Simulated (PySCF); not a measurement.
Several orderings of computed values.

Each SMILES stands for a single optimised conformer of the isolated species, non-relativistic unless stated. Electronic properties by PySCF.

Dipoles, sizes and rotational constants follow the conformer. The torsions of the flexible species, by atom-mapped SMILES:
- `[F:1][C@H:2]1[CH:3]=[C:4]([CH2:5][C:6]([F:7])([F:8])[F:9])[CH2:10]1`: C3–C4–C5–C6 -103°, C4–C5–C6–F7 180°
- `[CH3:1][CH2:2][CH2:3][CH2:4][N:5]([CH3:6])[CH3:7]`: C1–C2–C3–C4 -178°, C2–C3–C4–N5 -168°, C3–C4–N5–C6 165°
- `[CH3:1][CH2:2][CH2:3][C:4]([CH3:5])([CH3:6])[NH2:7]`: C1–C2–C3–C4 171°, C2–C3–C4–C5 61°, H–N7–C4–C3 -62°, H–N7–C4–C3 179°
- `[CH3:1][C:2]#[C:3][CH2:4][C@H:5]([F:6])[C:7]([F:8])([F:9])[F:10]`: C3–C4–C5–F6 -171°, C4–C5–C7–F8 50°
- `[CH3:1][CH2:2][NH:3][CH2:4][CH:5]([CH3:6])[CH3:7]`: C1–C2–N3–C4 -69°, C2–N3–C4–C5 -173°, N3–C4–C5–C6 60°
- `[CH2:1]=[CH:2][CH2:3]/[C:4](=[CH:5]/[F:6])[C:7]([F:8])([F:9])[F:10]`: C1–C2–C3–C4 -116°, C2–C3–C4–C5 10°, C3–C4–C7–F8 -176°

Question: Rank by static isotropic polarisability, lowest first (PBE0/def2-SVPD at GFN2-xTB geometries).
A. `CC(C)(C)C`
B. `CCCC(C)(C)N`
C. `F[C@H]1C=C(CC(F)(F)F)C1`
D. `CCCCN(C)C`

Answer: A (63.1 au), C (71.2 au), B (83.6 au), D (85.5 au).

By how much do the two ends of that ranking differ?

By 22.4 au, between `CCCCN(C)C` and `CC(C)(C)C`.

Question: Rank by lowest triplet excitation (Tamm–Dancoff), lowest first (TDA PBE0/def2-SVPD at GFN2-xTB geometries).
A. `CCCC(C)(C)N`
B. `C1CC[SiH2]CC1`
C. `F[C@H]1C=C(CC(F)(F)F)C1`
D. `CC(C)(C)C`
E. `CCCCN(C)C`
F. `CC#CC[C@H](F)C(F)(F)F`
G. `C=C=C=C`

Answer: G (2.73 eV), C (4.24 eV), F (5.44 eV), E (5.65 eV), A (5.91 eV), B (7.01 eV), D (8.34 eV).

Give the two extremes of that set in kJ/mol.

`C=C=C=C`: 263 kJ/mol; `CC(C)(C)C`: 805 kJ/mol.

Question: Rank by electronic spatial extent ⟨r²⟩ about the centre of nuclear charge, lowest first (PBE0/def2-SVPD at GFN2-xTB geometries).
A. `CCCC(C)(C)N`
B. `F[C@H]1C=C(CC(F)(F)F)C1`
C. `CC(C)(C)C`
D. `CCNCC(C)C`
E. `CC#CC[C@H](F)C(F)(F)F`

Answer: C (481 bohr²), A (1029 bohr²), D (1212 bohr²), E (1659 bohr²), B (1707 bohr²).

Question: Rank by HOMO–LUMO gap, highest first (PBE0/def2-SVPD at GFN2-xTB geometries).
A. `C=CC/C(=C/F)C(F)(F)F`
B. `C1CC[SiH2]CC1`
C. `CC#CC[C@H](F)C(F)(F)F`
D. `F[C@H]1C=C(CC(F)(F)F)C1`
E. `CC(C)(C)C`
F. `CCCCN(C)C`

Answer: E (9.65 eV), B (8.33 eV), C (8.19 eV), A (7.52 eV), D (7.42 eV), F (6.92 eV).

Question: Rank by HOMO energy, highest first (PBE0/def2-SVPD at GFN2-xTB geometries).
A. `F[C@H]1C=C(CC(F)(F)F)C1`
B. `CCCC(C)(C)N`
C. `C=C=C=C`
D. `CC#CC[C@H](F)C(F)(F)F`
E. `C=CC/C(=C/F)C(F)(F)F`

Answer: B (-6.78 eV), C (-7.12 eV), D (-7.68 eV), A (-7.97 eV), E (-8.08 eV).

Question: Rank by lowest singlet excitation, lowest first (TDDFT PBE0/def2-SVPD at GFN2-xTB geometries).
A. `C=C=C=C`
B. `CCCC(C)(C)N`
C. `CC(C)(C)C`
D. `CCCCN(C)C`
E. `C1CC[SiH2]CC1`
F. `CC#CC[C@H](F)C(F)(F)F`
G. `C=CC/C(=C/F)C(F)(F)F`

Answer: A (4.06 eV), D (5.85 eV), B (6.14 eV), G (6.47 eV), F (6.63 eV), E (7.21 eV), C (8.53 eV).
